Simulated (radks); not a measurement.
Values are calculated unless marked as measured or tabulated.
Neutral promethium inside a hard spherical wall (all orbitals vanish at R), configuration held at [Xe] 4f5 6s2 and not refilled when levels cross. Level of theory: scalar-relativistic Kohn-Sham, PBE, spin-polarised, spherical densities, finite nucleus; open shells are filled with parallel spins first (spin-orbit coupling, left out, can overturn this in heavy ions); Fermi nuclear charge, rms radius 4.962 fm (a radial shooting solver on a logarithmic mesh with Libxc functionals). Eigenvalues in eV for spin up, with the zero of energy where the potential of the charges vanishes at infinity; a dash marks a level that is unbound or too diffuse for the functional's potential to be trusted. A positive occupied level is held by the wall or, in an anion where self-interaction has pushed it up, behind a barrier. The pressure on the wall is -dE/dV.

R (bohr)  E (hartree)  kinetic (hartree)    e(5s)    e(5p)   e(6s)   e(4f)  e(5d, empty)  e(6p, empty)  pressure (GPa)
free      -10020.1236          10686.229  -42.654  -23.273  -3.623  -3.158        -2.000        -1.253               0
15        -10020.1236          10686.229  -42.649  -23.269  -3.620  -3.154        -1.996        -1.235        0.000337
12        -10020.1230          10686.235  -42.602  -23.222  -3.584  -3.107        -1.954        -1.133         0.00930
10        -10020.1197          10686.261  -42.428  -23.050  -3.445  -2.936        -1.801        -0.836          0.0831
8         -10020.1001          10686.375  -41.825  -22.459  -2.877  -2.341        -1.258         0.185           0.762
7         -10020.0666          10686.534  -41.169  -21.822  -2.112  -1.686        -0.631         1.453            2.42
4         -10019.0465          10690.413  -34.237  -15.215  13.413   5.918         7.905        23.253             189
3.5       -10018.0895          10694.011  -30.312  -11.238  25.308  10.641        13.536        38.213             525
2.5       -10010.5098          10720.166   -9.011   12.832  98.614  35.270        46.728        122.40            6410
2          -9994.8907          10768.722   26.400   54.496  216.03  67.744        100.78        249.68           31000
